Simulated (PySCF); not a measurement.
## Core-level binding energies of n-GeSiSiGeH10

n-GeSiSiGeH10.
Structure used (PBE0-D3(BJ)/def2-SVP), in Å, numbered top down from 1:
```
atom  x, y, z in Å
Ge1    0.7296    2.2601    0.3904
Si2   -0.9146    0.7109    1.1472
Si3   -0.2128   -1.4709    0.6600
Ge4    0.0812   -1.7144   -1.6932
H5     2.0783    1.9673    1.0756
H6     0.9207    2.1217   -1.1320
H7     0.3229    3.7115    0.7059
H8    -1.1306    0.8843    2.6185
H9    -2.2088    0.9789    0.4431
H10   -1.2132   -2.4734    1.1462
H11    1.0886   -1.7361    1.3518
H12    1.1834   -0.7580   -2.1869
H13    0.4825   -3.1571   -2.0540
H14   -1.2266   -1.3685   -2.4293
```

Method: PySCF, delta-SCF UKS SCAN, pcX-2 on the ionised atom, pcseg-1 elsewhere, spin-free X2C. Vertical ΔSCF values, vacuum level as zero.

Problem. List the computed XPS lines with their assignment.

Solution. 
```json
{"atom(s)": "Si2/Si3", "environment": "silicon bonded to Ge, Si and 2 H", "level": "Si 2p3/2", "binding energy (eV)": "106.24", "2p1/2 (eV)": "106.86", "count": "2"}
{"atom(s)": "Si2/Si3", "environment": "silicon bonded to Ge, Si and 2 H", "level": "Si 1s", "binding energy (eV)": "1845.93", "2p1/2 (eV)": "–", "count": "2"}
```

Problem. Give the binding energy of Si 1s of Si2/Si3 in hartree and in kJ/mol.

Solution. 1845.93 eV = 67.8367 Eh = 178105 kJ/mol.

Problem. What is the longest wavelength that can ionise Si 1s of Si2/Si3 vertically?

Solution. λ = hc/E = 12398.42 eV Å / 1845.93 eV = 6.717 Å.

Atoms equivalent by their bonding share one computed value, that of the first of them. Spin–orbit coupling isn't in the SCF: each 2p doublet comes from a relaxed spin-free hole plus a matrix of the shell (mean-field spin–orbit coupling and the ground-state 2p splitting), with 2p3/2 averaged over its two sublevels. 2p1/2 minus 2p3/2 (ligand field included): Si 0.62 eV. No level of germanium is listed. The structure is a single PBE0-D3(BJ)/def2-SVP conformer in the gas phase; no vibrational or solvent corrections.
